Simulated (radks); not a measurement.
Species: Lu. Configuration: [Xe] 4f14 5d1 6s1.5 6p0.5 (fractional occupations, a model configuration).

All-electron calculation, Dirac Kohn-Sham, PBEsol, spin-unpolarised, spherical densities, point nucleus; open shells fill j = l - 1/2 first. Program: a radial shooting solver on a logarithmic mesh with Libxc functionals.

Energy parts (hartree):
| part | energy |
|---|---|
| total | -14576.5626 |
| kinetic | 16251.0170 |
| electron-nucleus | -36256.8682 |
| Hartree | 5726.8829 |
| exchange-correlation | -297.5944 |

Orbitals (lengths in bohr, moments of r in powers of bohr; r(90%) holds 90 % of the orbital's charge):
orbital	occ.	eigenvalue (hartree)	<r^4>	<r^2>	r(90%)	<r>
1s1/2	2	-2320.385	7.075e-07	0.0005122	0.0351	0.01932
2s1/2	2	-394.7610	0.0001077	0.007863	0.127	0.08125
2p1/2	2	-376.7864	0.00006537	0.005643	0.112	0.06742
2p3/2	4	-335.7390	0.00009208	0.006852	0.122	0.07503
3s1/2	2	-89.46246	0.004029	0.05162	0.312	0.2122
3p1/2	2	-81.51512	0.003584	0.04756	0.304	0.2021
3p3/2	4	-72.76107	0.004623	0.05427	0.324	0.2163
3d3/2	4	-59.27352	0.003190	0.04238	0.296	0.1899
3d5/2	6	-57.36185	0.003448	0.04423	0.302	0.1943
4s1/2	2	-17.81213	0.09716	0.2582	0.687	0.4779
4p1/2	2	-14.57824	0.1078	0.2682	0.707	0.4850
4p3/2	4	-12.58334	0.1399	0.3054	0.754	0.5178
4d3/2	4	-7.26820	0.1890	0.3401	0.814	0.5410
4d5/2	6	-6.90404	0.2058	0.3547	0.831	0.5526
5s1/2	2	-2.25785	3.593	1.548	1.69	1.172
5p1/2	2	-1.36412	6.151	1.973	1.94	1.316
5p3/2	4	-1.11047	8.713	2.335	2.11	1.431
4f5/2	6	-0.40254	1.445	0.6822	1.23	0.7163
4f7/2	8	-0.34656	1.668	0.7192	1.26	0.7326
6s1/2	1.5	-0.18361	353.8	14.86	5.36	3.611
5d3/2	1	-0.08710	220.9	9.612	4.65	2.751
5d5/2	0	-0.07491	282.9	10.81	4.94	2.912
6p1/2	0.5	-0.06750	1366	28.06	7.49	4.919
6p3/2	0	-0.05466	1955	33.50	8.19	5.372

The highest occupied level is 6p1/2 at -1.837 eV. The configuration is held as typed, so some empty levels lie below it. Summed over all electrons, <r^2> = 78.84 bohr^2, which gives a Langevin (diamagnetic) susceptibility term of -62.4 x 10^-6 cm^3/mol. The density falls to 0.001 e/bohr^3 at r = 5.13 bohr.
